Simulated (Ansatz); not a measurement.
C2H6O2, SMILES `COCO` (C–O–C–O torsion 68°, O–C–O–H torsion 64°) (charge 0, multiplicity 1).

Method: PBE0/cc-pVTZ // PBE0-D3(BJ)/def2-TZVP run with Ansatz (a quantum-chemistry and plane-wave program).

Ansatz 0.2 input:
```yaml
crystal:
  periodic: [false, false, false]
  atoms:
    - { symbol: C, position_ang: [1.324655, -0.087772, -0.210996] }
    - { symbol: O, position_ang: [0.080463, -0.473021, -0.749938] }
    - { symbol: C, position_ang: [-0.976738, -0.315888, 0.139545] }
    - { symbol: O, position_ang: [-1.267357, 1.020285, 0.429459] }
    - { symbol: H, position_ang: [1.57555, -0.695975, 0.668119] }
    - { symbol: H, position_ang: [1.328945, 0.967275, 0.078667] }
    - { symbol: H, position_ang: [2.075191, -0.253456, -0.983218] }
    - { symbol: H, position_ang: [-0.7486, -0.779112, 1.107715] }
    - { symbol: H, position_ang: [-1.827313, -0.823755, -0.326642] }
    - { symbol: H, position_ang: [-1.564801, 1.441417, -0.382733] }
basis:
  gaussian: { orbitals: cc-pVTZ }
hamiltonian:
  xc: pbe0
```

Output:

```
Functional definition: PBE0
1040 factors; their error is unknown
mean field evaluation 1: about -6255.4174 eV, gradient 5.4e1 eV
mean field evaluation 2: about -6252.9260 eV, gradient 6.7e1 eV
mean field evaluation 4: about -6260.8203 eV, gradient 2.3e0 eV
mean field evaluation 8: about -6260.8173 eV, gradient 4.6e-2 eV
mean field -6260.81730422 eV, -230.0807921956 hartree, gradient 6.8e-5 eV, S^2 0.000000; 0 other end points of the search recorded, 0 dependent functions left out
reference -6260.81733036 eV, -230.0807931564 hartree; 17, 17 occupied and 187, 187 virtual orbitals, 1040 factors
Total energy: -6260.81733036 eV, -230.0807931564 hartree
```
